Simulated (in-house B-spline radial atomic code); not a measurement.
Configurations of Cs8+, with energies counted from [Kr] 4d10 5s1. Computed with a B-spline radial code for spherical atoms: scalar-relativistic (X2C) SCAN, spin-polarised, spherical fractional occupations, Fermi nucleus of rms radius 4.8041 fm. Shells without spins written out take the highest spin.

Occupations are held fixed; configurations that lie above the ionisation limit could autoionise.

```csv
configuration,E - E(ref) (eV),highest orbital,its <r> (bohr)
[Kr] 4d10 6s1,56.389,6s up,2.704
[Kr] 4d10 5f1,69.186,5f up,2.555
[Ar] 3d10 4s2 4p5 4d10 5s1 6s1,213.21,6s up,2.667
[Ar] 3d10 4s2 4p5 4d10 5s1 5f1,225.35,5f up,2.462
[Ar] 3d10 4s2 4p5 4d10 5s1 6d1,232.53,6d up,3.33
[Ar] 3d9 4s2 4p6 4d10 5s1 6d1,798.91,6d up,3.309
"[Ar] 3d(4 up, 5 down) 4s2 4p6 4d10 5s(1 up, 0 down) 6d(0 up, 1 down)",799.49,6d down,3.324
```

(1) Order these further configurations by energy, lowest first.
A. [Ar] 3d10 4s2 4p5 4d10 5s1 5d1
B. [Kr] 4d10 6f(0 up, 1 down)
C. [Ar] 3d(5 up, 4 down) 4s2 4p6 4d10 5s(0 up, 1 down) 6f(1 up, 0 down)
D. [Kr] 4d9 4f1 5s1
E. [Kr] 4d9 5s1 5d1

(2) How far above the reference does [Kr] 4d9 5s1 6f1 lie?

(3) How far above the reference does [Kr] 4d(4 up, 5 down) 5s(1 up, 0 down) 6p(1 up, 0 down) lie?

## Answers

(1) B (88.021 eV), D (91.6 eV), E (107.58 eV), A (198.45 eV), C (811.81 eV).

(2) 154.22 eV; its least bound orbital is 6f up with <r> = 4.097 bohr.

(3) 130.56 eV; its least bound orbital is 6p up with <r> = 2.895 bohr.
